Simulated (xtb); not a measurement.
xtb input (GFN-FF):

```bash
xtb mol.xyz --gfnff --opt tight --chrg 0 --uhf 0
```
mol.xyz:
```
11

C     -3.12974761     0.08927978     0.27092046
C     -2.04157612    -0.96786760     0.12100595
Ge    -0.24313871    -0.19839054     0.00989730
Br    -0.07643299     1.22829461    -1.81258535
Br     0.24097281     1.02555622     1.92098460
Br     1.35614310    -1.86044445    -0.21631607
H     -3.14005605     0.77362298    -0.57799648
H     -2.99076813     0.67826747     1.17804231
H     -4.11015900    -0.38750440     0.32837909
H     -2.01260225    -1.65448490     0.96848199
H     -2.16193551    -1.55910042    -0.78809019
```

Output:

```
           -------------------------------------------------
          |                Calculation Setup                |
           -------------------------------------------------

          ==================== Thresholds ====================
          CN  :   150.00000
          rep :   500.00000
          disp:  2500.00000
          HB1 :   250.00000
          HB2 :   450.00000

          Pauling EN used:
          Z : 1  EN :  2.20
          Z : 6  EN :  2.55
          Z :32  EN :  2.01
          Z :35  EN :  2.96
          electric field strengths (au): 0.000

           -------------------------------------------------
          |           Force Field Initialization            |
           -------------------------------------------------

          distances ...
          ----------------------------------------
          generating topology and atomic info file ...
          pair mat ...
          computing topology distances matrix with Floyd-Warshall algo ...
          making topology EEQ charges ...
          #fragments for EEQ constrain: 1
          ----------------------------------------
          generating topology and atomic info file ...
          pair mat ...
          computing topology distances matrix with Floyd-Warshall algo ...
          making topology EEQ charges ...
          #fragments for EEQ constrain: 1
          rings ...
          # BATM   54
          # H in HB   0

  atom   neighbors  erfCN metchar sp-hybrid imet pi  qest     coordinates
    1  C       4    3.50   0.00         3    0    0  -0.060   -5.914366    0.168714    0.511965
    2  C       4    3.48   0.00         3    0    0  -0.063   -3.858020   -1.829005    0.228668
    3  Ge      4    3.49   0.02         3    0    0   0.221   -0.459466   -0.374904    0.018703
    4  Br      1    0.98   0.00         0    0    0  -0.110   -0.144437    2.321140   -3.425290
    5  Br      1    0.98   0.00         0    0    0  -0.110    0.455373    1.938020    3.630135
    6  Br      1    0.98   0.00         0    0    0  -0.110    2.562739   -3.515730   -0.408778
    7  H       1    0.97   0.00         0    0    0   0.046   -5.933846    1.461936   -1.092255
    8  H       1    0.97   0.00         0    0    0   0.046   -5.651733    1.281740    2.226177
    9  H       1    0.97   0.00         0    0    0   0.046   -7.767075   -0.732277    0.620547
   10  H       1    0.97   0.00         0    0    0   0.046   -3.803267   -3.126523    1.830166
   11  H       1    0.97   0.00         0    0    0   0.046   -4.085466   -2.946273   -1.489275

          #atoms :   11
          #bonds :   10
          #angl  :   18
          #tors  :   18
          #nmol  :   1
          #optfrag :   1
           -------------------------------------------------
          |                   G F N - F F                   |
[...]
Br           0.02174674355073        1.00357311239883        1.97657815512540
Br           1.26556391186381       -1.90728280477294       -0.21115896334155
H           -3.02224971743275        0.78095022192302       -0.58326261817747
H           -2.87369416464131        0.68606249994575        1.16416149312585
H           -4.04393617486886       -0.33198157699043        0.32576418959723
H           -1.98031084915785       -1.66223039701828        0.96249855540874
H           -2.12916986708988       -1.56714884029585       -0.78849515164054

 Bond Distances (Angstroems)
 ---------------------------
C1-C2=1.5033         C1-H7=1.0921         C1-H8=1.0921         C1-H9=1.0928         C2-C1=1.5033         C2-Ge3=1.9459
C2-H10=1.0916        C2-H11=1.0916        Ge3-C2=1.9459        Ge3-Br4=2.2996       Ge3-Br5=2.2996       Ge3-Br6=2.3018
Br4-Ge3=2.2996       Br5-Ge3=2.2996       Br6-Ge3=2.3018       H7-C1=1.0921         H8-C1=1.0921         H9-C1=1.0928
H10-C2=1.0916        H11-C2=1.0916
 C  H  Rav=1.0921 sigma=0.0004  Rmin=1.0916  Rmax=1.0928     5
 C  C  Rav=1.5033 sigma=0.0000  Rmin=1.5033  Rmax=1.5033     1
 Ge C  Rav=1.9459 sigma=0.0000  Rmin=1.9459  Rmax=1.9459     1
 Br Ge Rav=2.3003 sigma=0.0010  Rmin=2.2996  Rmax=2.3018     3

 selected bond angles (degree)
 --------------------
H7-C1-C2=111.16                H8-C1-C2=111.16                H8-C1-H7=107.04                H9-C1-C2=112.05
H9-C1-H7=107.60                H9-C1-H8=107.60                Ge3-C2-C1=110.24               H10-C2-C1=112.03
H10-C2-Ge3=107.45              H11-C2-C1=112.03               H11-C2-Ge3=107.45              H11-C2-H10=107.43
Br4-Ge3-C2=105.07              Br5-Ge3-C2=105.07              Br5-Ge3-Br4=112.70             Br6-Ge3-C2=106.02
Br6-Ge3-Br4=113.49             Br6-Ge3-Br5=113.49

 selected dihedral angles (degree)
 ---------------------------------
Ge3-C2-C1-H7= 59.56           Ge3-C2-C1-H8=300.44           Ge3-C2-C1-H9=180.00           H10-C2-C1-H7=179.16
H10-C2-C1-H8= 60.03           H10-C2-C1-H9=299.59           H11-C2-C1-H7=299.97           H11-C2-C1-H8=180.84
H11-C2-C1-H9= 60.41           Br4-Ge3-C2-C1=300.45          Br4-Ge3-C2-H10=178.12         Br4-Ge3-C2-H11= 62.78
Br5-Ge3-C2-C1= 59.55          Br5-Ge3-C2-H10=297.22         Br5-Ge3-C2-H11=181.88         Br6-Ge3-C2-C1=180.00
Br6-Ge3-C2-H10= 57.67         Br6-Ge3-C2-H11=302.33
           -------------------------------------------------
          |                Final Singlepoint                |
           -------------------------------------------------
         :::::::::::::::::::::::::::::::::::::::::::::::::::::
         ::                     SUMMARY                     ::
         :::::::::::::::::::::::::::::::::::::::::::::::::::::
         :: total energy              -1.142691395615 Eh    ::
         :: gradient norm              0.000066857779 Eh/a0 ::
         ::.................................................::
         :: bond energy               -1.194413141852 Eh    ::
         :: angle energy               0.004305839852 Eh    ::
         :: torsion energy             0.000007677665 Eh    ::
         :: repulsion energy           0.077745634753 Eh    ::
         :: electrostat energy        -0.020215745344 Eh    ::
         :: dispersion energy         -0.008902521226 Eh    ::
         :: HB energy                  0.000000000000 Eh    ::
         :: XB energy                  0.000000000000 Eh    ::
         :: bonded atm energy         -0.001219139463 Eh    ::
         :: external energy            0.000000000000 Eh    ::
         :: add. restraining           0.000000000000 Eh    ::
         :: total charge              -0.000000000000 e     ::
         :::::::::::::::::::::::::::::::::::::::::::::::::::::

           -------------------------------------------------
          |                Property Printout                |
           -------------------------------------------------

molecular dipole:
                 x           y           z       tot (Debye)
 q only:       -1.002      -0.237       0.072       2.624
           -------------------------------------------------
          |                Geometry Summary                 |
           -------------------------------------------------

      molecular mass/u    :      341.3993090
   center of mass at/Å    :       -0.0345386      -0.0001589       0.0029276
  moments of inertia/u·Å² :        0.7999650E+03   0.8470605E+03   0.1224464E+04
rotational constants/cm⁻¹ :        0.2107296E-01   0.1990133E-01   0.1376735E-01
Note: The following floating-point exceptions are signalling: IEEE_UNDERFLOW_FLAG IEEE_DENORMAL
normal termination of xtb

 * 10 selected distances

     #   Z          #   Z                                           value/Å
     1   6 C        2   6 C                                       1.5032773
     2   6 C        3  32 Ge                                      1.9458688
     3  32 Ge       4  35 Br                                      2.2995860
     3  32 Ge       5  35 Br                                      2.2995860
     3  32 Ge       6  35 Br                                      2.3018015 (max)
     1   6 C        7   1 H                                       1.0921352
     1   6 C        8   1 H                                       1.0921352
     1   6 C        9   1 H                                       1.0928102
     2   6 C       10   1 H                                       1.0916278
     2   6 C       11   1 H                                       1.0916278 (min)

 * 4 distinct bonds (by element types)

   Z      Z             #   av. dist./Å        max./Å        min./Å
   1 H    6 C           5     1.0920672     1.0928102     1.0916278
   6 C    6 C           1     1.5032773     1.5032773     1.5032773
   6 C   32 Ge          1     1.9458688     1.9458688     1.9458688
  32 Ge  35 Br          3     2.3003245     2.3018015     2.2995860

optimized geometry written to: xtbopt.xyz

           -------------------------------------------------
          | TOTAL ENERGY               -1.142691395615 Eh   |
          | GRADIENT NORM               0.000066857779 Eh/α |
           -------------------------------------------------
########################################################################
[WARNING] Runtime exception occurred
-1- gfnff_setup: Could not read topology file.
########################################################################

------------------------------------------------------------------------
------------------------------------------------------------------------
 total:
 SCF:
 ANC optimizer:
```
